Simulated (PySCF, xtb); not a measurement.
Te(Cl)(SMe) (CH₃ClSTe), SMILES CS[Te]Cl. One conformer was computed; it need not be the lowest.

Harmonic wavenumbers (cm⁻¹) from GFN2-xTB in xtb at its own minimum, in rising order: 62, 111, 139, 183, 332, 379, 706, 942, 943, 1315, 1440, 1449, 3036, 3047, 3058.

### Question
What does PySCF 2.14.0 with B3LYP-D3(BJ)/def2-SVP give at its own minimum? (Estimate from the structure and the level; the computed values follow.)

### Answer
63, 123, 159, 198, 332, 361, 684, 959, 961, 1323, 1436, 1452, 3044, 3150, 3168. Paired by order, the mean absolute difference is 24 cm⁻¹ and the zero-point energies are 24.5 and 24.9 kcal/mol.
